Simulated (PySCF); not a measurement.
Compound: H7NOSi2.
SMILES with atom numbers: `[OH:1][SiH2:2][NH:3][SiH3:4]` (hydrogens: H5 on O1; H6, H7 on Si2; H8 on N3; H9, H10, H11 on Si4)

Computed by this run: PBE0-D3(BJ)/def2-SVP geometry optimisation, gas phase in PySCF 2.14.0; density fitting, grid level 1; the optimiser is geomeTRIC in internal coordinates, started from a GFN2-xTB structure with every atom displaced at random (about 0.01 Å).

Geometry at step 1:
```
atom  x, y, z in Å
O1     -2.5940   -0.3103    0.7309
Si2    -1.1095   -0.7825    0.1066
N3      0.1126    0.3236    0.6564
Si4     1.7493    0.5565    0.0747
H5     -2.8097    0.5686    0.4065
H6     -1.0790   -0.7424   -1.3881
H7     -0.9042   -2.1893    0.5503
H8     -0.0232    0.6389    1.6169
H9      1.7393    0.7372   -1.4089
H10     2.6562   -0.5958    0.3858
H11     2.3016    1.7699    0.7473
```

**Question.** What forces act on the atoms?

**Answer.** 
| atom | Fx (eV/Å) | Fy (eV/Å) | Fz (eV/Å) |
| --- | --- | --- | --- |
| O1 | 0.499 | -0.159 | -0.234 |
| Si2 | -0.192 | 0.017 | 0.036 |
| N3 | 0.167 | 0.059 | 0.021 |
| Si4 | -0.196 | -0.042 | 0.062 |
| H5 | -0.238 | 0.146 | 0.071 |
| H6 | 0.036 | 0.006 | -0.004 |
| H7 | -0.093 | 0.010 | 0.091 |
| H8 | 0.013 | -0.070 | -0.030 |
| H9 | -0.029 | -0.002 | 0.033 |
| H10 | 0.021 | 0.019 | -0.017 |
| H11 | 0.011 | 0.017 | -0.029 |

The largest, 0.57 eV/Å, acts on O1; the rms over all components is 0.130 eV/Å. The forces sum to zero within rounding, as they must for an isolated molecule in no field.

**Question.** Give the force on O1 in Eh/bohr and in nN.

**Answer.** 0.573 eV/Å ÷ 51.422 = 0.01115 Eh/bohr, and 0.573 eV/Å × 1.602 = 0.92 nN.

**Question.** How far is this geometry from the end of the optimisation?

**Answer.** 0.094 eV above it, and 0.520 Å rms away after alignment. The bonds farthest from their final lengths, with half the difference of the two atoms' forces along the bond (positive lengthens):

```tsv
bond	now (Å)	final (Å)	force along bond (eV/Å)
O1–Si2	1.678	1.665	-0.38
N3–Si4	1.753	1.741	-0.18
Si4–H11	1.493	1.498	+0.04
Si2–H7	1.489	1.486	+0.02
Si4–H10	1.499	1.496	+0.03
Si2–H6	1.496	1.493	+0.02
```

The angle farthest from its final value is Si2–O1–H5, 109.3° against 116.3°.

Of the 2 listed bonds off by 0.010 Å or more, this force points towards the final length in 2.

What follows is the cost of the whole optimisation. On one thread, Arm Neoverse V1 (aarch64), on a shared host, this took 63 s wall and 0.40 GiB of memory at its peak.
